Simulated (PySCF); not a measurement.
# `C[C@@H]1[SiH2][C@H]1N(C)C`, C5H13NSi

Molfile (atoms numbered from 1):
```
C5H13NSi
     RDKit          3D

 20 20  0  0  0  0  0  0  0  0999 V2000
    2.2894   -1.0458   -0.6208 C   0  0  0  0  0  0  0  0  0  0  0  0
    1.2343    0.0253   -0.7566 C   0  0  2  0  0  0  0  0  0  0  0  0
    1.3064    1.6756    0.1572 Si  0  0  0  0  0  4  0  0  0  0  0  0
    0.2020    0.1566    0.3697 C   0  0  1  0  0  0  0  0  0  0  0  0
   -1.1707    0.2408   -0.0447 N   0  0  0  0  0  0  0  0  0  0  0  0
   -1.9999    0.8467    0.9733 C   0  0  0  0  0  0  0  0  0  0  0  0
   -1.6877   -1.0516   -0.4492 C   0  0  0  0  0  0  0  0  0  0  0  0
    2.7225   -1.0348    0.3774 H   0  0  0  0  0  0  0  0  0  0  0  0
    1.8614   -2.0347   -0.7928 H   0  0  0  0  0  0  0  0  0  0  0  0
    3.0909   -0.8943   -1.3423 H   0  0  0  0  0  0  0  0  0  0  0  0
    0.7830    0.0427   -1.7437 H   0  0  0  0  0  0  0  0  0  0  0  0
    0.7444    2.8422   -0.4917 H   0  0  0  0  0  0  0  0  0  0  0  0
    2.3690    1.8725    1.1284 H   0  0  0  0  0  0  0  0  0  0  0  0
    0.3752   -0.5133    1.2222 H   0  0  0  0  0  0  0  0  0  0  0  0
   -2.0449    0.2489    1.8986 H   0  0  0  0  0  0  0  0  0  0  0  0
   -3.0124    0.9649    0.5883 H   0  0  0  0  0  0  0  0  0  0  0  0
   -1.5967    1.8294    1.2163 H   0  0  0  0  0  0  0  0  0  0  0  0
   -1.7280   -1.7698    0.3863 H   0  0  0  0  0  0  0  0  0  0  0  0
   -1.0493   -1.4629   -1.2290 H   0  0  0  0  0  0  0  0  0  0  0  0
   -2.6938   -0.9275   -0.8500 H   0  0  0  0  0  0  0  0  0  0  0  0
  1  2  1  0
  2  3  1  0
  3  4  1  0
  4  5  1  0
  5  6  1  0
  5  7  1  0
  4  2  1  0
  1  8  1  0
  1  9  1  0
  1 10  1  0
  2 11  1  6
  3 12  1  0
  3 13  1  0
  4 14  1  1
  6 15  1  0
  6 16  1  0
  6 17  1  0
  7 18  1  0
  7 19  1  0
  7 20  1  0
M  END
```

The calculation used TDDFT PBE0/def2-SVPD circular dichroism and optical rotation, one conformer, gas phase in PySCF 2.14.0. Geometry: GFN2-xTB.

The molecule is flexible and this is one conformer; a measurement averages over conformers. States above about 6.0 eV (minus the energy of the highest occupied orbital) lie near or above the ionisation threshold and depend on the basis.

Q: What are the CIP labels of the stereocentres?

A: C2 S, C4 R.

Q: Which excitations and rotatory strengths does the calculation give?

A: Rotatory strengths R in 10⁻⁴⁰ esu² cm², velocity form and length form (origin at the centre of mass); f in length form.
| state | E (eV) | λ (nm) | f | R (velocity) | R (length) | main |
| --- | --- | --- | --- | --- | --- | --- |
| 1 | 5.19 | 239 | 0.076 | -31.8 | -31.0 | HOMO→LUMO 0.95 |
| 2 | 5.78 | 215 | 0.007 | -9.5 | -9.5 | HOMO→LUMO+1 0.93 |
| 3 | 6.11 | 203 | 0.007 | 0.0 | -0.5 | HOMO→LUMO+3 0.83 |
| 4 | 6.15 | 202 | 0.017 | -6.7 | -7.9 | HOMO→LUMO+2 0.79, HOMO−1→LUMO 0.11 |
| 5 | 6.19 | 200 | 0.083 | -6.3 | -5.8 | HOMO−1→LUMO 0.70, HOMO→LUMO+2 0.09 |
| 6 | 6.39 | 194 | 0.069 | +62.3 | +61.5 | HOMO→LUMO+4 0.42, HOMO→LUMO+5 0.34 |
| 7 | 6.49 | 191 | 0.013 | +10.3 | +9.0 | HOMO→LUMO+5 0.45, HOMO→LUMO+4 0.38 |
| 8 | 6.71 | 185 | 0.009 | +17.1 | +16.6 | HOMO−1→LUMO+1 0.76 |
| 9 | 6.80 | 182 | 0.015 | -43.0 | -43.6 | HOMO−2→LUMO 0.74, HOMO→LUMO+7 0.10 |
| 10 | 6.91 | 179 | 0.021 | +18.8 | +19.1 | HOMO→LUMO+6 0.63, HOMO−1→LUMO+2 0.13 |
| 11 | 6.99 | 177 | 0.059 | +60.4 | +60.8 | HOMO→LUMO+7 0.61, HOMO−1→LUMO+2 0.09 |
| 12 | 7.07 | 175 | 0.004 | +0.1 | +1.0 | HOMO−1→LUMO+2 0.43, HOMO−1→LUMO+3 0.34 |

For state 3 the two forms differ in sign, so the sign of R isn't settled.

Among the states computed, the strongest CD band (largest |R|) is state 6. The largest dissymmetry factor in size, g = 4R/(D+G), with D and G the electric and magnetic dipole strengths, is -0.03 for state 9 (velocity form, f = 0.015), among bands with |R| over 0.5. The mirror image has the same energies and oscillator strengths and all R with the opposite sign.
